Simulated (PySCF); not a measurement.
# How methods differ on the excitation energy of Pt

Pt [Xe] 4f14 5d9 6s1 (3D) → Pt [Xe] 4f14 5d10 (1S), as a difference of total energies. Calculation: PySCF 2.14, in def2-QZVPPD with the def2 core potential (60 electrons); a scalar-relativistic core potential. Correlated levels: valence: 5s2 5p6 frozen; valence and next inner shell: nothing frozen outside the core potential. The calculations carry no spin-orbit coupling.

| method | excitation energy (eV) |
| --- | --- |
| UHF | 1.040 |
| LDA | 0.412 |
| PBE | 0.493 |
| PBE0 | 0.513 |
| r2SCAN | 0.827 |
| PBEsol | 0.489 |
| TPSSh | 0.612 |
| PW91 | 0.497 |
| B3LYP | 0.491 |
| MP2 (valence) | 0.182 |
| SCS-MP2 (valence) | 0.141 |
| MP2 (valence and next inner shell) | 0.293 |
| SCS-MP2 (valence and next inner shell) | 0.276 |

Question: How much does correlation contribute at MP2 (valence and next inner shell)?

Answer: 0.293 − (1.040) = -0.747 eV, measured against UHF.

Errors of the correlated levels include the incompleteness of this basis and the frozen core.

For comparison: 0.239 eV (measured; NIST levels, between the centres of gravity of the two terms).
